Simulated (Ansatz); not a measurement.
CH$_{4}$AlGeI (`[I][Al]1[CH2][GeH2]1`), relaxed with RKS PBE0-D4/def2-TZVP in Ansatz 0.2.0 from a PBE-D4/def2-SVP geometry. The force threshold is 0.005 eV/Å; the program also tests the step.

Total charge 0; spin multiplicity 1. I: def2 effective core potential.

Start:

```xyz
8

I    -0.573   -0.653   -3.787
Al   -0.289   -0.309   -1.341
C     0.750    0.646    0.001
Ge   -0.659   -0.525    1.005
H     0.654    1.738    0.166
H     1.799    0.339    0.196
H    -0.013   -1.577    1.950
H    -1.669    0.340    1.810
```

```
        step  energy (eV)  largest force (eV/Å)  largest move (Å)
           1  -72308.4311                 0.483             0.000
           2  -72308.4571                 0.230             0.048
           3  -72308.4601                 0.032             0.009
           4  -72308.4601                 0.009             0.003
           5  -72308.4602                 0.011             0.005
           6  -72308.4602                 0.013             0.003
           7  -72308.4602                 0.011             0.010
           8  -72308.4603                 0.007             0.007
9 (rejected)  -72308.4603                 0.013             0.003
          10  -72308.4603                 0.005             0.002
```

End:

```xyz
8

I    -0.558   -0.645   -3.746
Al   -0.289   -0.309   -1.323
C     0.749    0.633   -0.002
Ge   -0.650   -0.503    1.000
H     0.634    1.709    0.142
H     1.781    0.347    0.210
H    -0.020   -1.573    1.907
H    -1.647    0.342    1.812
```

It took 53 s on 4 threads of a server CPU on a shared host, with 0.6 GiB of host memory at the peak.
